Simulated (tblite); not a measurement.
C₆H₁₀N (doublet state).
Cartesian coordinates in Å at the GFN2-xTB level; atoms count from 1:
```xyz
17
C6H10N angstrom
C      3.2602   -0.3343    0.5172
C      2.0994   -0.2263   -0.2007
N      0.9416   -0.0869    0.3929
C     -0.2233    0.0220   -0.3727
C     -1.3703   -0.9342    0.0584
C     -2.3446    0.2469    0.1038
C     -1.1506    1.2030    0.0268
H      4.2107   -0.4491    0.0298
H      3.2327   -0.3032    1.5909
H      2.1564   -0.2582   -1.2991
H     -0.0441   -0.0141   -1.4618
H     -1.1655   -1.3556    1.0389
H     -1.5935   -1.7306   -0.6473
H     -2.9620    0.3236    0.9953
H     -2.9832    0.2998   -0.7760
H     -1.2092    2.0073   -0.7025
H     -0.8617    1.6019    0.9952
```

Calculated harmonic vibrations of the isolated species, GFN2-xTB (tblite), most abundant isotopes, no scaling. This tight-binding method is rough: wavenumbers can miss measured ones by several per cent, in bad cases by 10 to 20. One conformer, not necessarily the lowest. Open shells enter through the occupations alone, without spin polarisation, and single modes of such species can be off by tens of per cent.

Harmonic wavenumbers (cm⁻¹): 54.6, 90.0, 143.1, 221.8, 377.7, 410.1, 464.0, 539.8, 679.4, 784.7, 806.4, 817.4, 893.7, 939.5, 971.2, 980.9, 1020.4, 1037.9, 1039.7, 1097.3, 1179.5, 1182.0, 1212.5, 1221.1, 1229.1, 1232.8, 1258.2, 1278.2, 1299.0, 1344.3, 1425.8, 1450.3, 1455.7, 1482.9, 1489.2, 2793.3, 2832.2, 3001.1, 3010.4, 3016.2, 3021.2, 3033.7, 3039.0, 3123.5, 3167.3.

A = 8936, B = 1351, C = 1276 MHz; mass 96.081 u (most abundant isotopes); point group Cs, symmetry number 1; spin multiplicity 2.

Q: What is the zero-point energy?

A: ½Σν̃ = 31574 cm⁻¹ = 90.27 kcal/mol.

Q: Give the ideal-gas entropy at 400 K and 1 bar in the rigid-rotor, harmonic-oscillator model (classical rotation).

A: Translation 41.08, rotation 28.31, vibration 26.03, spin (R ln 2) 1.38: S = 96.8 cal/(mol K).

Q: And Cp and H(400 K) − H(0)?

A: Cp = 38.66 cal/(mol K), of which vibrations give 30.71 (their classical limit is 45 R = 89.4); H(400 K) − H(0) = 8.76 kcal/mol without the zero-point energy, 5.58 from vibrations.

Q: What must be added to the electronic energy to get the Gibbs energy at 400 K and 1 bar?

A: ZPE + [H(400 K) − H(0)] − T·S = 90.27 + 8.76 − 38.72 = 60.31 kcal/mol.

Q: How do the functions run with temperature in this model?

A: 
| T (K) | S (cal/(mol K)) | Cp (cal/(mol K)) | H − H(0) (kcal/mol) | G − H(0) (kcal/mol) | ln q(vib) |
| --- | --- | --- | --- | --- | --- |
| 150 | 71.6 | 17.4 | 1.92 | -8.83 | 1.93 |
| 250 | 82.2 | 24.8 | 4.00 | -16.53 | 3.55 |
| 298.15 | 86.9 | 29.2 | 5.30 | -20.60 | 4.34 |
| 600 | 115.5 | 53.8 | 18.10 | -51.22 | 9.72 |
| 900 | 140.3 | 68.1 | 36.56 | -89.69 | 15.29 |

q(vib) and H(0) count from the zero-point level.

Q: Which modes carry the vibrational entropy at 400 K?

A: 54.6 cm⁻¹: 5.22; 90.0 cm⁻¹: 4.24; 143.1 cm⁻¹: 3.33; 221.8 cm⁻¹: 2.49; 377.7 cm⁻¹: 1.52; 410.1 cm⁻¹: 1.39 cal/(mol K); the other 39 give 7.84 together.

Q: Blend soft modes into free rotors: weight 1/[1 + (100 cm⁻¹/ν̃)⁴] for the oscillator and the rest for a rotor with moment μB/(μ + B), μ = h/(8π²ν), B = 10⁻⁴⁴ kg m². What vibrational entropy results?

A: 23.97 cal/(mol K) in place of 26.03, which changes −T·S at 400 K by +0.82 kcal/mol.

Hindered rotation and anharmonicity are outside this model. Other conformers, if any are populated, would add a mixing term that is left out.

Time: 0.44 s wall. Hardware: Arm Neoverse V1, one thread, on a shared host. This covers the Hessian and the dipole derivatives.
